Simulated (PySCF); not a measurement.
# Os³⁹⁺: fine-structure interval

Os³⁹⁺ [Kr] 4d1 [4d3/2^1, M_J = 3/2] → Os³⁹⁺ [Kr] 4d1 [4d5/2^1, M_J = 5/2], as a difference of total energies. Calculation: PySCF 2.14, in an uncontracted even-tempered set (16 s from 4.6 bohr⁻², ratio 2.8; 14 p from 5.9 bohr⁻², ratio 2.8; 9 d from 5.9 bohr⁻², ratio 2.8; 3 f from 21 bohr⁻², ratio 3); the two-component X2C-1e Hamiltonian. Correlated levels: [Ar] 3d10 frozen; the 94 highest virtual spinors dropped. "Screened" scales the spin-orbit matrix elements by Boettger's factors to mimic the two-electron term; Breit and QED terms are absent.

| method | fine-structure interval (cm⁻¹) |
| --- | --- |
| GHF (screened spin-orbit) | 186260 |
| GMP2 (screened spin-orbit) | 186730 |
| GHF (bare spin-orbit) | 214700 |
